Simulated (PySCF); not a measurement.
AlH5NO2(+)

The system: AlH5NO2(+), a small molecule (built as: end group NH3+); charge +1, singlet. The structure, one conformer, was relaxed in the gas phase by PBE0-D3(BJ)/def2-SVP. No frequency run checks that it is a minimum.

SMILES: [NH3+][Al]([OH])[OH]

Coordinates in Å:
```
O1     -1.850   -0.066   -0.466
Al2    -0.213    0.139   -0.562
O3      1.102    0.534   -1.479
N4      0.473   -0.304    1.203
H5     -2.631    0.018   -1.015
H6      1.335    0.813   -2.366
H7     -0.125   -0.987    1.683
H8      0.522    0.512    1.825
H9      1.425   -0.689    1.170
```

Shieldings: GIAO PBE0/pcSseg-2. Shifts are against computed references at the same level: H TMS (σ 31.24 ppm). Core levels by delta-SCF with SCAN, pcX-2 on the ionised atom and pcseg-1 elsewhere, spin-free X2C (2p3/2 is the spin-free 2p value less a third of a first-order spin-orbit splitting); from the vacuum level, for chosen atoms.

Give the shieldings and core levels atom by atom.


| atoms | bonded to | σ (ppm) | δ (ppm) | core level (eV) |
| --- | --- | --- | --- | --- |
| O1 O3 | 1 Al + 1 H | 307.8 | - | 1s 543.27 |
| Al2 | 1 N + 2 O | 484.3 | - | 2p3/2 87.22 |
| N4 | 1 Al + 3 H | 245.6 | - | 1s 413.71 |
| H5 H6 | 1 O | 28.12 | 3.12 | - |
| H7 H8 H9 | 1 N | 28.11 | 3.14 | - |

Values are those of this one static structure, with the three H of a rotating XH3 group averaged; atoms that internal rotation interchanges would show their mean in an NMR spectrum.

By CAM-B3LYP/def2-SVPD (TDDFT singlets, Tamm-Dancoff triplets, ionisation by delta-SCF), where does absorption start, and what does vertical ionisation take?

The first singlet with intensity lies at 7.38 eV (f 0.044); what lies below it is dark. The lowest singlet lies at 7.15 eV (f 0.000), the strongest of the first 6 at 7.77 eV (f 0.112), the lowest triplet at 6.81 eV; vertical ionisation takes 17.01 eV.

The 3 runs behind this took 65 s in all, one thread each of Arm Neoverse V2 on a shared host, launched as `OMP_NUM_THREADS=1 python cluster_run.py task.json out`.
